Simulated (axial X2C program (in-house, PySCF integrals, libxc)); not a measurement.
# Outer orbitals of NaAg at 2.685 Å, r2SCAN0

Calculated with an axial X2C code built on PySCF integrals. Spin-free means the one-electron spin-free X2C Hamiltonian; two-component (2c) means X2C with spin–orbit coupling and atomic mean-field two-electron Coulomb and Gaunt terms, so the difference of the two also holds small scalar two-electron terms. Basis: Ag dyall-cv3z [12s12p8d5f3g], Na dyall-cv3z [9s8p5d2f] (cores contracted in-house); Gaussian nuclei, density fitting, unrestricted open shells. Masses: Ag 106.905 u, Na 22.990 u.

The distance is close to the 2c PBE0 minimum; the highest filled and lowest empty levels are listed.

Spin-free orbitals, state M_S = 0, Λ = 0 (closed shell) (Löwdin shares):

| symmetry | occupied | ε (eV) | atomic character |
| --- | --- | --- | --- |
| π+α | yes | -33.02 | 100% Na p |
| π-α | yes | -33.02 | 100% Na p |
| σα | yes | -33.00 | 100% Na p |
| σα | yes | -8.24 | 98% Ag d |
| π-α | yes | -8.16 | 99% Ag d |
| π+α | yes | -8.16 | 99% Ag d |
| δ-α | yes | -8.05 | 100% Ag d |
| δ+α | yes | -8.05 | 100% Ag d |
| σα | yes | -4.52 | 55% Ag s, 32% Na s, 10% Na p |
| σα | no | -1.31 | 36% Na s, 34% Na p, 20% Ag p |
| π+α | no | -0.18 | 64% Na p, 35% Ag p |
| π-α | no | -0.18 | 64% Na p, 35% Ag p |
| σα | no | 0.57 | 52% Ag p, 23% Na p, 16% Na s |

One partner of each degenerate Kramers or spin pair is listed.

Spinors with spin–orbit coupling (state Ω = 0):

```tsv
ω	occupied	ε (eV)	atomic character	λ mixture
1/2	yes	-33.11	100% Na p	72% π, 28% σ
3/2	yes	-32.96	100% Na p	100% π
1/2	yes	-32.94	100% Na p	72% σ, 28% π
1/2	yes	-8.53	99% Ag d	53% π, 47% σ
3/2	yes	-8.42	100% Ag d	72% δ, 28% π
1/2	yes	-8.00	99% Ag d	53% σ, 47% π
3/2	yes	-7.93	99% Ag d	72% π, 28% δ
5/2	yes	-7.84	100% Ag d	100% δ
1/2	yes	-4.52	55% Ag s, 32% Na s, 10% Na p	100% σ
1/2	no	-1.31	36% Na s, 34% Na p, 20% Ag p	100% σ
1/2	no	-0.20	63% Na p, 36% Ag p	100% π
3/2	no	-0.17	65% Na p, 34% Ag p	100% π
1/2	no	0.57	51% Ag p, 23% Na p, 16% Na s	100% σ
```

One partner of each degenerate Kramers or spin pair is listed.

Mulliken charges and populations of the two-component result (they depend on the basis, above all on diffuse functions):

Ag -0.38 e (s 9.37 p 18.03 d 19.97), Na 0.38 e (s 4.53 p 6.08 d 0.02).

One determinant describes the state; a PBE0 search over occupations chose it and may have missed a lower one.
